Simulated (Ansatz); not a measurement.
Consider the ligand exchange at the Si–C bond: `C#C[Si](Cl)(Cl)C#C` + HCl → `C#C[Si](Cl)(Cl)Cl` + `C#C`.

Program: Ansatz. Geometries: PBE0-D4/def2-TZVP. ΔE: electronic, gas phase. CBS: MP2 limit from def2 TZ/QZ plus the TZ coupled-cluster correction, frozen cores. This one scheme is used for every species.

```csv
species,CCSD(T)/CBS(def2) energy (Eh)
`C#C[Si](Cl)(Cl)C#C`,-1362.04922
HCl,-460.38127
`C#C[Si](Cl)(Cl)Cl`,-1745.22500
`C#C`,-77.22717
```

Problem. Work out ΔE.

Solution. ΔE = (-1745.22500) + (-77.22717) − (-1362.04922) − (-460.38127) = -0.02168 Eh = -56.9 kJ/mol.

Largest T1 diagnostic among the species: 0.013.

In def2-TZVPP, CCSD(T) changes the Hartree–Fock value by +7.9 kJ/mol (the triples alone add +1.1 kJ/mol) and MP2 by +6.6 kJ/mol. At CCSD(T), def2-SVP lies +4.7 kJ/mol from the extrapolated value and def2-TZVPP +4.9 kJ/mol.
